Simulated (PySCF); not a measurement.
From results back to the method.

Species: C₂H₈AlFO.
Structure used (PBE0-D3(BJ)/def2-SVP), in Å, numbered top down from 1:
```xyz
13
C2H8AlFO angstrom
C      0.0032    1.4591   -0.2685
O     -0.1018    0.0660   -0.0061
C     -1.3988   -0.4051    0.3048
Al     1.4543   -1.1580   -0.0327
F      2.5703    0.0578   -0.4220
H     -0.6233    1.7236   -1.1351
H      1.0603    1.6488   -0.4853
H     -0.3174    2.0310    0.6167
H     -2.0836   -0.2190   -0.5382
H     -1.7764    0.0908    1.2131
H     -1.3259   -1.4858    0.4840
H      1.0604   -2.1510   -1.2176
H      1.4820   -1.6695    1.4784
```

The closed-shell ground state was solved 4 times with PySCF (density fitting, gas phase), always in the pcSseg-2 basis (299 functions), with these functionals: B97-2, BHandHLYP, LC-wPBE and wB97X-D.

```tsv
row	total energy (Eh)	HOMO (eV)	LUMO (eV)	dipole (D)
P	-498.6297	-7.25	0.09	5.50
Q	-498.6323	-9.42	1.74	5.56
R	-498.4926	-10.26	1.87	5.60
S	-498.5896	-8.74	0.57	5.63
```

**Question.** Which functional belongs to which row?

**Answer.** P = B97-2, Q = wB97X-D, R = LC-wPBE, S = BHandHLYP. By rising HOMO–LUMO gap: B97-2 (global hybrid, 21 % exact exchange) 7.34 eV; BHandHLYP (global hybrid, 50 % exact exchange) 9.31 eV; wB97X-D (range-separated hybrid) 11.16 eV; LC-wPBE (range-separated hybrid) 12.13 eV. Total energies of different functionals aren't bounds to one another; each is stationary for its own functional.

One conformer stands for the species.

Note: wB97X-D ran without an empirical dispersion term, which enters the total energy and its gradient alone.
